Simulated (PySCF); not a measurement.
Te(SMe)(OSiH3) (CH6OSSiTe), SMILES CS[Te]O[SiH3].

Geometry: r2SCAN-D4/def2-SVP. This is a generated structure with no PubChem entry under its InChIKey; it may be hypothetical. The def2 effective core potentials stand for the cores of Te; spin–orbit coupling is left out. Other conformers were not sampled.

These are TDA-PBE/def2-SVPD (PySCF) values and carry that method's errors.

Vertical excitations. Isolated molecule, no solvent.

Computed excitation energies, oscillator strengths and character:
```
state  energy (eV)  λ (nm)      f                                              main pairs
-----  -----------  ------  -----  ------------------------------------------------------
S1            2.97     418  0.000                                          HOMO→LUMO 96 %
S2            3.32     373  0.001                                        HOMO→LUMO+1 95 %
S3            4.03     308  0.025                    HOMO−1→LUMO 81 %, HOMO−2→LUMO+1 12 %
S4            4.21     295  0.005                                      HOMO−1→LUMO+1 96 %
S5            4.38     283  0.003                                        HOMO−2→LUMO 98 %
S6            4.91     253  0.014                    HOMO−2→LUMO+1 58 %, HOMO→LUMO+2 22 %
S7            5.01     247  0.047                                        HOMO→LUMO+3 84 %
S8            5.16     240  0.048  HOMO→LUMO+2 60 %, HOMO−4→LUMO+1 14 %, HOMO→LUMO+3 14 %
S9            5.17     240  0.072                                        HOMO−3→LUMO 75 %
S10           5.34     232  0.004                    HOMO−3→LUMO+1 83 %, HOMO−4→LUMO 14 %
T1            2.28     544      0                                         HOMO→LUMO 100 %
T2            2.68     462      0                                       HOMO→LUMO+1 100 %
T3            3.36     369      0                                        HOMO−1→LUMO 99 %
T4            3.66     339      0                                      HOMO−1→LUMO+1 97 %
```
Triplets are in the Tamm–Dancoff approximation.
